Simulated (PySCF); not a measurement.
Isomers of C2H4B2. Gas-phase values, no solvent. One relaxed conformer stands for each flexible species; it need not be the lowest. Strings in code marks are SMILES.

The T1 excitation (TDA) from two functionals at the same geometries (CAM-B3LYP-D3(BJ)/def2-TZVP), both in PySCF: PBE-D3(BJ)/def2-TZVP and TPSSh-D3(BJ)/def2-TZVP. Excitations are Tamm–Dancoff values on a coarser integration grid. The basis has no diffuse functions, so Rydberg states are missing or too high.

```csv
species,PBE-D3(BJ)/def2-TZVP (eV),TPSSh-D3(BJ)/def2-TZVP (eV)
`BC1=CB1`,4.06,4.46
`BBC#C`,3.13,3.39
`B1B(C)C=1`,2.56,2.57
`BB1C=C1`,4.02,4.48
```

Over these rows, drawn at random from the members with no instability flagged (it was tested for open shells, ions and some series alone), PBE minus TPSSh-D3(BJ): mean -0.28 eV, from -0.45 eV to -0.01 eV.
